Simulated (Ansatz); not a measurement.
Basis sets compared for GeHMe2(tBu) (C₆H₁₆Ge). Total charge 0; singlet. Geometry r2SCAN-D4/def2-SVP. Ansatz on 4 threads of Arm Neoverse V1 on a shared host; times are rough, and most runs start from earlier orbitals.

Cartesian coordinates in Å:
```
C -1.138 2.068 0.855
C -2.150 -0.073 -1.287
C 0.758 -0.469 0.110
C 1.369 0.200 -1.126
C 0.737 -1.990 -0.078
C 1.576 -0.111 1.355
Ge -1.111 0.173 0.356
H -1.755 -0.658 1.494
H -2.177 2.419 0.956
H -0.643 2.679 0.084
H -0.625 2.235 1.814
H -2.140 -1.124 -1.614
H -1.740 0.549 -2.099
H -3.197 0.225 -1.123
H 2.415 -0.133 -1.268
H 0.817 -0.055 -2.046
H 1.386 1.299 -1.035
H 0.151 -2.289 -0.963
H 0.309 -2.505 0.799
H 1.764 -2.377 -0.219
H 1.147 -0.553 2.271
H 1.638 0.980 1.506
H 2.611 -0.489 1.260
```

Another isomer (singlet) lies 0.20 eV lower at PBE0-D4/def2-TZVP; other spin states weren't run for this one.

Binding counts from free atoms (C triplet, Ge triplet, H doublet) in the same basis, without a counterpoise term.

```tsv
level	functions	energy (Eh)	HOMO (eV)	LUMO (eV)	binding per atom (eV)	wall time
PBE-D4/def2-SVP	196	-2314.2032	-6.05	0.60	3.99	3.1 s
PBE0-D4/def2-SVP	196	-2314.3177	-7.25	1.43	3.97	4.8 s
```

**Question.** Estimate the rows for PBE-D4/def2-TZVP (with forces), PBE0-D4/def2-TZVP.

**Answer.** 
| level | functions | energy (Eh) | HOMO (eV) | LUMO (eV) | binding per atom (eV) | wall time |
| --- | --- | --- | --- | --- | --- | --- |
| PBE-D4/def2-TZVP (with forces) | 330 | -2314.7262 | -6.13 | 0.09 | 3.97 | 7 s |
| PBE0-D4/def2-TZVP | 330 | -2314.8312 | -7.27 | 0.87 | 3.94 | 12 s |
